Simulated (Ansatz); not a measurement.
Ansatz results at the PBE0-D4/def2-TZVP geometry: LUMO energy (B3LYP/def2-TZVPP) -0.14 eV; size of the dipole moment (ωB97M-V/def2-TZVPP) 1.32 D; HOMO energy (PBE0/def2-TZVPP) -8.59 eV.

Each molecule was computed in one conformer, which needn't be the lowest.

Task: Which molecule gave them?
A. `O[SiH2]C[Si](O)(Cl)Cl`
B. `N[Si@H](O)N[Si@@H](N)F`
C. `O[SiH](O)[SiH](F)F`
D. `O[Si@H](Cl)C[Si@H](O)Cl`

Result: A. The others give `O[SiH](O)[SiH](F)F`: -0.73, 3.08, -8.04; `N[Si@H](O)N[Si@@H](N)F`: 0.33, 3.14, -7.63; `O[Si@H](Cl)C[Si@H](O)Cl`: -0.34, 3.69, -8.49.

B3LYP here is the variant with VWN-RPA as its local correlation; programs differ in this.
